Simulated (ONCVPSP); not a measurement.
**Before and after: ONCV potential for Mo (Z = 42)**

ONCVPSP 4.0.1 input, shortened (lines: element, Z, core and valence counts, functional; n l f; lmax; l rc ep ncon nbas qcut; lloc lpopt rc5 dvloc0; l nproj debl; icmod fcfact rcfact), PBE, scalar-relativistic:

```
  Mo 42.00    6    4        4      upf
    1    0    2.00
    2    0    2.00
    2    1    6.00
    3    0    2.00
    3    1    6.00
    3    2   10.00
    4    0    2.00
    4    1    6.00
    4    2    4.00
    5    0    2.00
    3
    0    1.75    0.00    3    8    6.40
    1    1.40    0.00    4    8    5.10
    2    1.90    0.00    3    7    9.10
    3    1.40    0.27    4    8    8.90
    4    3    1.05    4.00
    0    2    0.80
    1    2    3.40
    2    2    1.10
    3    3    0.50
    4    0.40    0.00
```

Change: d: rc 2.16.

Cutoffs: the cutoffs (Ha) at which the residual kinetic energy of the hardest occupied pseudo-wave falls to 1 and 0.1 mHa per electron; they do not see the model core or the augmentation charge, which bear on the density cutoff. Errors are all-electron minus pseudo energies relative to the spin-unpolarised reference configuration.

Problem. What does the change do?

Solution. The potential gets neither clearly harder nor softer (51 Ha and 101 Ha → 51 Ha and 101 Ha); of the 4 tests that both files solve, the error grows in 0 and shrinks in 2 by more than 15 % and 0.3 meV (median size 6.6 → 6.0 meV); neither file shows a bound ghost.

| quantity | base | changed |
| --- | --- | --- |
| cutoff, loose | 51 Ha | 51 Ha |
| cutoff, tight | 101 Ha | 101 Ha |
| loose cutoff by channel | s 14 Ha, p 51 Ha, d 20 Ha | s 14 Ha, p 51 Ha, d 18 Ha |
| bound ghosts | none | none |
| GHOST(+) flags under 300 eV | f at 44.7 eV | f at 44.7 eV |
| error for 4s2 4p6 4d5 5s1, meV [ΔE -0.20 eV] | -5.0 | -3.8 |
| error for 4s2 4p6 4d5 5s0, meV [ΔE 6.69 eV] | -11 | -9.1 |
| error for 4s2 4p6 4d4 5s0, meV [ΔE 22.15 eV] | -8.3 | -8.2 |
| error for 4s2 4p6 4d4 5s1 5p1, meV [ΔE 3.54 eV] | -0.7 | -0.7 |
| s: phases at 1.77 bohr within 0.05 rad from the reference energy up to (Ha; the scan ends near 5) | to the end of the scan | to the end of the scan |
| p: phases at 1.42 bohr within 0.05 rad from the reference energy up to (Ha; the scan ends near 5) | to the end of the scan | to the end of the scan |
| f: phases at 1.42 bohr within 0.05 rad from the reference energy up to (Ha; the scan ends near 5) | to the end of the scan | to the end of the scan |
| rms error of d²Exc/dni dnj with the model core, mHa | 0.34 | 0.36 |
